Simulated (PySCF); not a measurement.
## Spinor energies of Co¹²⁺ (cobalt, charge +12)

Start: [Ne] 3s2 3p3; 3p1/2 filled at m_j = -1/2, +1/2; 3p3/2 filled at m_j = +3/2. Calculated with PySCF 2.14 in an uncontracted even-tempered set (19 s from 0.88 bohr⁻², ratio 2.4; 13 p from 1.1 bohr⁻², ratio 2.4; 5 d from 5.6 bohr⁻², ratio 2.6; 4 f from 8.5 bohr⁻², ratio 2.6): generalised Hartree-Fock with the X2C-1e Hamiltonian and a Gaussian nucleus; one run each with spin-orbit coupling (SO) switched off, then screened by Boettger's factors.

| spinor shell | electrons | ε, spin-free (eV) | ε, screened SO (eV) | weight of nominal j (screened SO) | rms radius, screened SO (bohr) |
| --- | --- | --- | --- | --- | --- |
| 1s1/2 | 2 | -8134.0 | -8133.8 | 1.000 | 0.0648 |
| 2s1/2 | 2 | -1315.4 | -1315.3 | 1.000 | 0.273 |
| 2p1/2 | 2 | -1173.4 | -1184.6 | 0.967 | 0.244 |
| 3s1/2 | 2 | -412.27 | -412.25 | 1.000 | 0.722 |
| 3p1/2 | 2 | -376.44 | -376.97 | 0.612 | 0.723 |
| 3p3/2 | 1 | -376.44 | -375.36 | 1.000 | 0.726 |

(1) Where does 2p3/2 lie, and what is the 2p spin-orbit splitting (screened SO)?

```tsv
quantity	spin-free	screened SO
E (hartree)	-1330.69613	-1330.73300
M_J	3/2	3/2
⟨J²⟩	3.750	3.752
⟨L²⟩	0.000	0.060
⟨S²⟩	3.750	3.666
```

Each row is a mean over spinors that exchange with the open shell spreads, by up to 23.758 eV (3s1/2).

Rows whose weight is well below 1 are mixtures of j = l ± 1/2: exchange outweighs spin-orbit coupling there, and the label is only the starting occupation.

Without spin-orbit coupling the j labels of p, d and f shells carry no meaning; the spin-free column gives the mean over the occupied spinors of each nl shell.

Answers

(1) At -1167.8 eV, 16.822 eV above 2p1/2.
